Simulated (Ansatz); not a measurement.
`CBCOC` and `COCOC` differ in one atom or group.

Ansatz, PBE0-D4/def2-TZVP geometries, multiplicity 1. Each molecule was computed in one conformer, which needn't be the lowest.

```
                                        property  `CBCOC`
             HOMO energy (B3LYP/def2-TZVPP) / eV    -7.21
           HOMO energy (ωB97M-V/def2-TZVPP) / eV    -9.85
               HOMO energy (PBE/def2-TZVPP) / eV    -5.86
size of the dipole moment (B3LYP/def2-TZVPP) / D     0.89
              LUMO energy (PBE0/def2-TZVPP) / eV    -0.68
               LUMO energy (PBE/def2-TZVPP) / eV    -1.72
```

Problem. Give the same properties after the change, and the shifts. (Estimate.)

Solution. Ansatz gave: 
```json
{"property": "HOMO energy (B3LYP/def2-TZVPP) / eV", "`COCOC`": "-7.62", "shift": "-0.41"}
{"property": "HOMO energy (ωB97M-V/def2-TZVPP) / eV", "`COCOC`": "-10.30", "shift": "-0.45"}
{"property": "HOMO energy (PBE/def2-TZVPP) / eV", "`COCOC`": "-6.23", "shift": "-0.37"}
{"property": "size of the dipole moment (B3LYP/def2-TZVPP) / D", "`COCOC`": "0.23", "shift": "-0.66"}
{"property": "LUMO energy (PBE0/def2-TZVPP) / eV", "`COCOC`": "1.48", "shift": "2.16"}
{"property": "LUMO energy (PBE/def2-TZVPP) / eV", "`COCOC`": "0.66", "shift": "2.38"}
```

With PBE0 the HOMO falls by 0.42 eV and the LUMO rises by 2.16 eV, so the gap widens by about 2.58 eV. PBE moves the HOMO by -0.37 eV and ωB97M-V by -0.45 eV. Dipoles are sizes alone; their direction can turn.

B3LYP here is the variant with VWN-RPA as its local correlation; programs differ in this.
